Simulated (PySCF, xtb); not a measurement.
HO4S, SMILES [O]S(=O)(=O)O (connectivity only; charge and spin as stated), charge -1, multiplicity 1.

GFN2-xTB (xtb 6.7.1) at its own geometry gives an orbital gap of 8.57 eV.

Geometry: r2SCAN-D4/def2-SVPD. The spin state was assumed, not searched. The isomer is the one that the SMILES or the coordinates give; other isomers of the formula were not compared. The values are those of a single conformer.

**Question.** What does ωB97X/def2-SVPD (PySCF) give? (The exact figures need the calculation; the answer reports its results.)

**Answer.** gap 10.93 eV (levels -5.22 and 5.71 eV).
